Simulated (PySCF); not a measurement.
# How methods differ on the ionisation energy of Au³⁶⁺

Au³⁶⁺ [Kr] 4d7 [4d3/2^4 4d5/2^3, M_J = 9/2] → Au³⁷⁺ [Kr] 4d6 [4d3/2^4 4d5/2^2, M_J = 4], as a difference of total energies. All numbers are calculated (PySCF 2.14, the two-component X2C-1e Hamiltonian, in an even-tempered Gaussian basis (17 s from 3.9 bohr⁻², ratio 2.8; 14 p from 5.1 bohr⁻², ratio 2.8; 9 d from 5.1 bohr⁻², ratio 2.8; 3 f from 22 bohr⁻², ratio 3)). Correlated levels: [Ar] 3d10 frozen; the 92 highest virtual spinors dropped. "Screened" scales the spin-orbit matrix elements by Boettger's factors to mimic the two-electron term; Breit and QED terms are absent.

```tsv
method	ionisation energy (eV)
GHF (spin-free)	1648.9
GMP2 (spin-free)	1649.3
GHF (screened spin-orbit)	1643.3
GMP2 (screened spin-orbit)	1643.3
```

Breit and QED terms and the two-electron picture change are absent.

The spin-free rows relax to the high-spin LS determinant and lack the spin-orbit shift.

The labels give the starting determinants; with spin-orbit coupling the two ends relaxed to ⟨J²⟩ = 24.75, ⟨L²⟩ = 15.80, ⟨S²⟩ = 2.66 and ⟨J²⟩ = 20.01, ⟨L²⟩ = 12.42, ⟨S²⟩ = 3.11.

For comparison: 1644 ± 5 eV (theoretical estimate listed by NIST; NIST Atomic Spectra Database, ionization energies).
